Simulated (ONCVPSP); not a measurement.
An all-electron radial function and its pseudo partner (Mo)

Columns: radius, all-electron u(r) and pseudo u(r) of the 4p shell (level -41.14 eV) of molybdenum in the configuration [Ar] 3d10 4s2 4p6 4d4 5s2; PW91, scalar-relativistic, ONCV scheme, ONCVPSP 4.0.1.

```csv
r (bohr),all-electron,pseudo
0.095,0.3211,0.0116
0.190,-0.1780,0.0483
0.285,-0.5183,0.1141
0.380,-0.4620,0.2119
0.475,-0.1765,0.3398
0.570,0.1716,0.4891
0.665,0.4872,0.6450
0.760,0.7311,0.7898
0.855,0.8962,0.9068
0.950,0.9895,0.9844
1.045,1.0243,1.0185
1.140,1.0150,1.0123
1.235,0.9751,0.9744
1.330,0.9154,0.9154
1.425,0.8445,0.8445
1.520,0.7686,0.7686
1.615,0.6921,0.6921
1.710,0.6179,0.6180
1.805,0.5479,0.5479
1.900,0.4831,0.4831
1.995,0.4240,0.4240
2.090,0.3707,0.3707
2.185,0.3231,0.3231
2.280,0.2808,0.2808
2.375,0.2435,0.2435
2.470,0.2107,0.2107
```

Q: How many radial nodes do the two functions have?

A: The all-electron 4p function has n − l − 1 = 2; the pseudo-wave has 0, since the states of the same l below it are removed with the core.

Q: At about which radius was the pseudo-wave matched?

A: 1.60 bohr. The columns agree to 0.0005 from 1.33 bohr on; several derivatives are matched, so the curves merge somewhat inside the radius.

Q: Is the pseudo-wave norm-conserving?

A: Yes: the ONCV scheme keeps the norm inside the radius equal to the all-electron one, which fixes the energy derivative of the logarithmic derivative at the level.
